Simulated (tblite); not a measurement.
Compound: C7H18AlN.
SMILES with atom numbers: `[CH3:1][CH2:2][N@+:3]1([CH3:4])[CH2:5][C@@H:6]([CH3:7])[CH2:8][AlH2-:9]1` (hydrogens: H10, H11, H12 on C1; H13, H14 on C2; H15, H16, H17 on C4; H18, H19 on C5; H20 on C6; H21, H22, H23 on C7; H24, H25 on C8; H26, H27 on Al9)

Computed with GFN2-xTB (tblite), gas phase: L-BFGS steps from a force-field or distance-geometry start until the largest atomic force falls under 0.01 eV/Å.

Geometry at step 18:
```
atom  x, y, z in Å
C1     -2.2455    1.3680    0.7400
C2     -1.2177    1.2027   -0.3972
N3     -0.6847   -0.1533   -0.5737
C4     -1.7681   -1.0476   -0.9798
C5      0.0506   -0.5725    0.6242
C6      1.4705    0.0049    0.5543
C7      2.1817   -0.0638    1.9070
C8      2.1989   -0.7186   -0.5872
Al9     0.8611   -0.3228   -2.0476
H10    -2.4445    0.4318    1.2570
H11    -1.8792    2.0736    1.4813
H12    -3.1922    1.7347    0.3527
H13    -1.6612    1.4994   -1.3491
H14    -0.3725    1.8691   -0.2195
H15    -2.7204   -0.7879   -0.5171
H16    -1.8700   -0.9851   -2.0646
H17    -1.5306   -2.0791   -0.7350
H18    -0.4498   -0.2681    1.5493
H19     0.1309   -1.6630    0.6141
H20     1.4087    1.0617    0.2657
H21     3.2498   -0.2084    1.7748
H22     2.0330    0.8575    2.4625
H23     1.8073   -0.8896    2.5035
H24     3.2035   -0.2844   -0.6870
H25     2.3675   -1.7655   -0.2984
H26     0.2611   -1.3982   -3.0005
H27     0.7918    1.1310   -2.6174
```

Problem. What forces act on the atoms?

Solution. 
| atom | Fx (eV/Å) | Fy (eV/Å) | Fz (eV/Å) |
| --- | --- | --- | --- |
| C1 | 0.052 | -0.004 | -0.051 |
| C2 | -0.004 | 0.021 | -0.035 |
| N3 | -0.009 | 0.045 | 0.112 |
| C4 | 0.051 | -0.011 | 0.030 |
| C5 | 0.077 | 0.044 | 0.055 |
| C6 | 0.048 | -0.032 | -0.039 |
| C7 | -0.004 | -0.047 | 0.029 |
| C8 | 0.016 | -0.041 | -0.134 |
| Al9 | -0.152 | 0.068 | -0.123 |
| H10 | 0.011 | 0.003 | -0.039 |
| H11 | -0.055 | 0.026 | -0.016 |
| H12 | 0.012 | 0.044 | 0.027 |
| H13 | 0.014 | -0.028 | -0.063 |
| H14 | 0.006 | -0.011 | -0.066 |
| H15 | -0.018 | -0.045 | 0.041 |
| H16 | -0.054 | 0.063 | -0.006 |
| H17 | 0.099 | -0.055 | 0.006 |
| H18 | -0.055 | 0.001 | -0.011 |
| H19 | -0.011 | 0.029 | 0.038 |
| H20 | -0.055 | -0.006 | 0.038 |
| H21 | 0.047 | 0.047 | -0.037 |
| H22 | -0.035 | 0.015 | 0.128 |
| H23 | -0.018 | -0.118 | 0.044 |
| H24 | -0.035 | 0.013 | -0.034 |
| H25 | -0.005 | 0.000 | 0.025 |
| H26 | 0.040 | -0.088 | 0.024 |
| H27 | 0.038 | 0.065 | 0.056 |

The largest, 0.21 eV/Å, acts on Al9; the rms over all components is 0.052 eV/Å. The forces sum to zero within rounding, as they must for an isolated molecule in no field.

Problem. Give the force on Al9 in Eh/bohr and in nN.

Solution. 0.207 eV/Å ÷ 51.422 = 0.00403 Eh/bohr, and 0.207 eV/Å × 1.602 = 0.33 nN.

Problem. How far is this geometry from the end of the optimisation?

Solution. 0.377 eV above it, and 0.705 Å rms away after alignment. The bonds farthest from their final lengths, with half the difference of the two atoms' forces along the bond (positive lengthens):

```
   bond  now (Å)  final (Å)  force along bond (eV/Å)
 N3–Al9    2.143      2.065                    +0.03
  C1–C2    1.542      1.525                    -0.03
Al9–H26    1.557      1.568                    -0.03
  N3–C4    1.462      1.454                    +0.01
  C6–C8    1.535      1.542                    +0.03
  C2–N3    1.468      1.462                    -0.02
```

The angle farthest from its final value is Al9–C8–H25, 118.6° against 105.1°.

Of the 3 listed bonds off by 0.010 Å or more, this force points towards the final length in 1.

The cost below is that of the whole relaxation. On an Arm Neoverse V1 with one thread, shared host with 32 logical CPUs at a one-minute load of 17, this took 2.4 s of wall time.
